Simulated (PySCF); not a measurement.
Germanium: a sound run and one with changed settings

Sound run: Ge [Ar] 3d10 4s2 4p2, Ge⁺ [Ar] 3d10 4s2 4p1. All numbers are calculated (PySCF 2.14, the spin-free X2C one-electron Hamiltonian (Gaussian nucleus), in Sapporo-DKH3-DZP-2012 (6s5p3d1f, 43 functions)). In the sound run the correlated levels freeze [Ar] 3d10. The sound run starts from symmetry-adapted Hartree-Fock orbitals and uses a fine grid where one is needed.

Changed run: initial guess sap, at most 50 SCF cycles.

| species | method | sound run (hartree) | changed run (hartree) | converged |
| --- | --- | --- | --- | --- |
| Ge | UHF | -2097.00573 | -2097.00573 | yes |
| Ge | TPSS | -2098.65001 | -2098.65001 | yes |
| Ge | CCSD(T) | -2097.06311 | -2097.06311 | yes |
| Ge⁺ | PBE0 | -2098.12726 | -2098.12726 | yes |
| Ge⁺ | MP2 | -2096.76386 | -2096.76386 | yes |

Here the plain start reaches the same solutions.
